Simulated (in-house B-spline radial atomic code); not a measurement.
How numerical settings move a run on Mo⁺, [Kr] 4d5. Computed with an all-electron radial atomic-structure program (B-spline basis): scalar-relativistic (X2C) LDA exchange-only, spin-polarised, spherical fractional occupations, Fermi nucleus of rms radius 4.4091 fm.

Command:
```bash
python run_scf.py task.json out
```
Settings of the sound reference run:
```
Z                42
electrons        41
configuration    [Kr] 4d5
hamiltonian      x2c
method           lda,
spin_polarised   True
nucleus          fermi
rms_radius       4.4091
mass_number      98
atomic_mass      97.9054
speed_of_light   137.036
knot_spacing     0.22
spline_order     8
gauss_points     12
box_radius       35.29
max_iterations   70
damping          0.5
damped_steps     3
diis_vectors     10
tolerance        1e-08
start            Thomas-Fermi
```

Time taken, with all properties: 0.18 s on 1 thread of Intel(R) Xeon(R) 6975P-C (shared host).

It converges in 10 iterations to -4039.581959 hartree, with 4d up at -10.725 eV. The other runs change the listed settings, some to values that make no sense; their results aren't properties of the atom or ion. Radii are in bohr (the nuclear one in fm), a minus after a letter asks for a j subshell, and «unchanged» means within 1e-8 hartree. The run stops when the residual is below 10 × tolerance × max(1, Z/10), or a noise floor if that is larger, and the energy moves by less than 1e-8 × √|E| hartree; so very loose and very tight tolerances often act alike.

```tsv
changed settings	outcome
box_radius = 7.06	converged in 10 iterations, energy +1.67e-03 hartree from the reference, 4d up level +9.5e-02 eV (the program warns: 4d up reaches the box edge)
box_radius = 2.12, max_iterations = 75, damping = 0.8, tolerance = 1e-10	converged in 9 iterations, energy +6.22e+00 hartree from the reference, 4d up level +4.5e+01 eV (the program warns: 4d up has a positive eigenvalue: unbound, held by the box; 3s up reaches the box edge)
spline_order = 4	converged in 10 iterations, energy +1.80e-03 hartree from the reference, 4d up level -6.6e-05 eV
hamiltonian = dirac, method = hf	stopped with error: spin polarisation is not served with the Dirac Hamiltonian
gauss_points = 16	converged in 10 iterations, energy unchanged
knot_spacing = 0.1, gauss_points = 6, box_radius = 17.64, first_knot = 0.00238, max_iterations = 75	converged in 10 iterations, energy +5.41e-03 hartree from the reference, 4d up level -1.1e-06 eV
box_radius = 17.64	converged in 10 iterations, energy +5.55e-08 hartree from the reference, 4d up level +7.7e-07 eV
spline_order = 5, box_radius = 3.53, max_iterations = 100	converged in 9 iterations, energy +3.77e-01 hartree from the reference, 4d up level +6.3e+00 eV (the program warns: 4d up reaches the box edge; 4s up reaches the box edge)
box_radius = 141.16	converged in 10 iterations, energy +4.64e-07 hartree from the reference, 4d up level +9.5e-07 eV
box_radius = 70.58	converged in 10 iterations, energy +2.48e-07 hartree from the reference
electrons = 42, configuration = [Kr] 4d5 2f1, max_iterations = 100	stopped with error: there is no 2f shell
gauss_points = 8	converged in 10 iterations, energy +1.06e-07 hartree from the reference
box_radius = 2.12	converged in 8 iterations, energy +6.22e+00 hartree from the reference, 4d up level +4.5e+01 eV (the program warns: 4d up has a positive eigenvalue: unbound, held by the box; 3s up reaches the box edge)
spline_order = 5, first_knot = 2.38e-05, max_iterations = 50, start = bare nucleus	converged in 13 iterations, energy +5.66e-05 hartree from the reference, 4d up level +2.0e-05 eV
box_radius = 10.59	converged in 10 iterations, energy +6.83e-06 hartree from the reference, 4d up level +7.3e-04 eV (the program warns: 4d up reaches the box edge)
spline_order = 6	converged in 10 iterations, energy +3.40e-06 hartree from the reference, 4d up level +3.7e-07 eV
max_iterations = 2, damped_steps = 0, start = bare nucleus	not converged after 2 iterations, last residual 3.9e+00, last energy +5.81e+02 hartree from the reference
spline_order = 5	converged in 10 iterations, energy +5.64e-05 hartree from the reference, 4d up level -1.3e-06 eV
```

**Question.** What happens with spline_order = 3?

**Answer.** Converged in 10 iterations, energy +1.06e-01 hartree from the reference, 4d up level -3.4e-03 eV.

**Question.** What happens with gauss_points = 5?

**Answer.** Converged in 10 iterations, energy +1.86e-08 hartree from the reference.

**Question.** What happens with box_radius = 5.29?

**Answer.** Converged in 10 iterations, energy +2.46e-02 hartree from the reference, 4d up level +8.3e-01 eV (the program warns: 4d up reaches the box edge; 4s up reaches the box edge).

**Question.** What happens with spline_order = 7?

**Answer.** Converged in 10 iterations, energy +4.90e-07 hartree from the reference.
